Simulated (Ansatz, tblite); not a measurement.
Cost and result up the ladder for the cluster GeI2 (3 atoms). The state is a singlet with charge 0. Geometry: B3LYP-D4/def2-TZVP.

```xyz
3

Ge   -0.2068    0.3489   -0.9956
I     2.0740    0.1456    0.2007
I    -1.8673   -0.4945    0.7949
```

Ansatz on 4 threads of Arm Neoverse V2 on a shared host; xTB runs through tblite on one thread. Times are rough, summed over both states, and most runs start from the orbitals of an earlier one. PBE-QIDH/def2-TZVP serves as the yardstick here, not as an exact answer. Differences are given only for rows in sets of like size (and for xTB, whose basis is part of the method), since another set adds its own error. The other state is a triplet at its own geometry.

In the def2 sets I takes a core potential, while STO-3G treats all electrons; there is no spin–orbit coupling. The xTB rows come from tblite. HSE06 is defined as in plane-wave codes, on full-range PBE exchange. Correlated methods freeze 17 core orbitals; core or outer-core shells of Ge, I are correlated, in sets that lack core-valence functions. At PBE0-D4/def2-TZVP a singlet of charge 0 lies 1.92 eV below the triplet, each at its own geometry. The structure comes from a short search, and lower isomers may exist.

Correlated methods converge slowly with the basis.

xTB has no spin-polarisation term.

| level | functions | wall time | triplet − singlet (eV) | difference from PBE-QIDH/def2-TZVP (eV) |
| --- | --- | --- | --- | --- |
| GFN2-xTB | 27 | 0.004 s | 3.49 | 1.60 |
| GFN1-xTB | 27 | 0.005 s | 2.17 | 0.28 |
| HF/STO-3G | 72 | 1.2 s | 1.01 | – |
| PBE-D4/def2-TZVP (with forces) | 148 | 2.9 s | 2.00 | 0.11 |
| MP2/def2-TZVP | 148 | 3.9 s | 2.00 | 0.11 |
| PBE0-D4/def2-TZVP | 148 | 4.9 s | 1.91 | 0.02 |
| HSE06-D4/def2-TZVP | 148 | 5 s | 1.91 | 0.02 |
| BHLYP-D4/def2-TZVP | 148 | 5.4 s | 1.96 | 0.06 |
| RPA@PBE/def2-TZVP | 148 | 6.4 s | 1.93 | 0.04 |
| r2SCAN-D4/def2-TZVP | 148 | 6.5 s | 1.85 | -0.04 |
| PBE-QIDH/def2-TZVP | 148 | 7.4 s | 1.89 | 0.00 |
| r2SCANh-D4/def2-TZVP | 148 | 8.6 s | 1.82 | -0.07 |
| ωB97X-V/def2-TZVP | 148 | 12 s | 2.01 | 0.12 |
